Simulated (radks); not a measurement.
The numbers below are computed, except where a source is named.
Bi78+, configuration [He] 2s2 2p1. Code: a radial shooting solver on a logarithmic mesh with Libxc functionals. Model: scalar-relativistic Kohn-Sham, PBEsol, spin-polarised, spherical densities, finite nucleus; open shells are filled with parallel spins first (spin-orbit coupling, left out, can overturn this in heavy ions); Fermi nuclear charge, rms radius 5.5211 fm. Some entries of the table are withheld. Estimate them.

| orbital | occ. | eigenvalue (eV) | <r^2> (bohr^2) |
|---|---|---|---|
| 1s up | 1 | -100406.5 | 0.0003442 |
| 1s down | 1 | -100381.0 | 0.0003440 |
| 2s up | 1 | -24823.84 | (1) |
| 2s down | 1 | -24776.15 | (2) |
| 2p up | 1 | -22638.30 | 0.004060 |
| 2p down | 0 | -22583.39 | 0.004070 |
| 3s up | 0 | (3) | 0.02603 |
| 3s down | 0 | (4) | 0.02608 |
| 3p up | 0 | -9893.405 | (5) |
| 3p down | 0 | -9878.494 | (6) |

Answer. 
(1) 2s up <r^2> (bohr^2): 0.004877
(2) 2s down <r^2> (bohr^2): 0.004885
(3) 3s up eigenvalue (eV): -10537.83
(4) 3s down eigenvalue (eV): -10523.99
(5) 3p up <r^2> (bohr^2): 0.02540
(6) 3p down <r^2> (bohr^2): 0.02545
